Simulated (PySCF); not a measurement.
Job file and geometry (Å, from GFN2-xTB) of an NMR shielding run on SMILES [CH3][Al@@H-]1[C](F)=C[S@@+]1C, C$_{4}$H$_{8}$AlFS, PySCF 2.14.0, density-fitted response routines, GIAO PBE0/pcSseg-1 NMR shielding, non-relativistic, gas phase; density fitting, a coarse starting grid and PySCF grid level 2 are the driver's defaults:

```
$ OMP_NUM_THREADS=1 python probes_run.py task.json out

{"job": {"kind": "nmr", "xc": "PBE0", "basis": "pcSseg-1"}, "charge": 0, "multiplicity": 1}
C     -2.620143    -0.458839    -0.496346
Al    -1.004538    -0.170424     0.611117
C     -0.041990     1.626325     0.509026
F     -0.094740     2.890420     0.999229
C      0.917811     1.368859    -0.390741
S      0.922126    -0.298580    -0.989351
C      2.210947    -1.001750     0.092470
H     -2.496915    -0.109841    -1.529930
H     -3.479315     0.089510    -0.091576
H     -2.931496    -1.507250    -0.556670
H     -0.410651    -1.041152     1.749283
H      1.661926     2.040725    -0.794106
H      3.126761    -0.438231    -0.053269
H      1.881542    -0.948021     1.128947
H      2.354261    -2.033761    -0.209997
```

Q: What does the program print?

A: 
```
coarse grid: 13640 points
cycle   1  E = -896.9710231958  dE =  6.090e-01  |g| = 5.430e-01  |ddm| = 3.518e+00
cycle   2  E = -896.9404241453  dE =  3.060e-02  |g| = 6.896e-01  |ddm| = 9.158e-01
cycle   3  E = -897.0342082123  dE = -9.378e-02  |g| = 8.757e-02  |ddm| = 5.463e-01
cycle   4  E = -897.0352694402  dE = -1.061e-03  |g| = 3.857e-02  |ddm| = 8.083e-02
cycle   5  E = -897.0355813676  dE = -3.119e-04  |g| = 7.992e-03  |ddm| = 3.770e-02
cycle   6  E = -897.0355929135  dE = -1.155e-05  |g| = 4.346e-03  |ddm| = 1.029e-02
cycle   7  E = -897.0355974766  dE = -4.563e-06  |g| = 8.322e-04  |ddm| = 4.337e-03
final grid: 123048 points
cycle   8  E = -897.0853263951  dE = -2.486e-05  |g| = 9.400e-03  |ddm| = 2.606e-02
cycle   9  E = -897.0853126396  dE =  1.376e-05  |g| = 1.224e-02  |ddm| = 1.816e-02
cycle  10  E = -897.0853478569  dE = -3.522e-05  |g| = 9.872e-04  |ddm| = 1.041e-02
cycle  11  E = -897.0853480081  dE = -1.512e-07  |g| = 2.413e-04  |ddm| = 7.069e-04
cycle  12  E = -897.0853480191  dE = -1.098e-08  |g| = 5.714e-05  |ddm| = 2.355e-04
cycle  13  E = -897.0853480198  dE = -6.878e-10  |g| = 2.492e-05  |ddm| = 7.913e-05
converged SCF energy = -897.0853480198

GIAO shielding tensors (ppm)
atom      isotropic    diamagn.    paramagn.     s11        s22        s33       span
  0 C      195.834     249.903     -54.069    191.213    195.413    200.875      9.662
  1 Al     377.004     795.444    -418.439    307.273    384.239    439.501    132.229
  2 C      -29.609     255.045    -284.655   -167.368     12.096     66.444    233.812
  3 F      218.748     473.718    -254.970     76.465    200.591    379.188    302.723
  4 C       65.929     263.740    -197.811    -44.077    114.972    126.893    170.970
  5 S      607.222    1059.767    -452.546    419.044    619.630    782.992    363.948
  6 C      156.539     252.685     -96.146    130.091    152.675    186.852     56.761
  7 H       31.645      30.383       1.262     26.937     30.045     37.952     11.015
  8 H       31.833      28.151       3.683     27.406     28.392     39.701     12.295
  9 H       31.629      28.977       2.652     27.471     28.416     39.000     11.530
 10 H       27.028      29.753      -2.726     23.731     26.386     30.966      7.235
 11 H       25.614      32.244      -6.630     22.083     25.982     28.776      6.693
 12 H       29.354      29.926      -0.572     24.823     26.927     36.313     11.489
 13 H       28.953      30.760      -1.808     23.725     28.758     34.375     10.650
 14 H       29.802      30.086      -0.284     24.876     26.399     38.130     13.254
```

Size and cost of the density-fitted run: 173 basis functions, 41 s wall time on 1 thread of an Arm Neoverse N1, shared host; peak memory 0.79 GiB.
